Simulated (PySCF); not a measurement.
C3H9Al, SMILES [CH3][Al]([CH3])[CH3].

Coordinates come from a ωB97X-D3(BJ)/def2-SVP optimisation. The isomer is the one that the SMILES or the coordinates give; other isomers of the formula were not compared.

Computed with PySCF with PBE/def2-TZVP.

The molecule is in vacuum.

```json
{
  "total_energy": "-361.91445 hartree",
  "highest_occupied_level": "-6.27 eV",
  "lowest_empty_level": "-1.15 eV",
  "orbital_gap": "5.12 eV",
  "dipole_moment": "0.00 D",
  "quadrupole, principal values (traceless, Buckingham form, about the centre of nuclear charge)": "-2.77, -2.77, 5.53 D·Å",
  "mean_static_polarisability": "66.4 bohr³ (9.85 Å³)",
  "polarisability_principal_values": "55.1, 72.1, 72.2 bohr³"
}
```
